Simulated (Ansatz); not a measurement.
Job for Ansatz (a first-principles code): R-PBE/def2-TZVPP on GaH3 (SMILES [GaH3]), atoms moved off the minimum.

Ansatz 0.2 input:
```yaml
crystal:
  periodic: [false, false, false]
  atoms:
    - {symbol: Ga, position_ang: [0.01725926, -0.06902914, 0.29524788]}
    - {symbol: H, position_ang: [0.62953596, -0.49097790, 1.25954822]}
    - {symbol: H, position_ang: [-0.33070415, 1.67976942, -0.35452569]}
    - {symbol: H, position_ang: [-0.36239585, -1.13858029, -1.03721995]}
basis:
  gaussian:
    orbitals: def2-TZVPP
hamiltonian:
  xc: {name: PBE}
scf: {lower_state_search: off}
output: {forces: true}
```

Q: Give the final energy of this run.

A: -1926.2380 hartree.
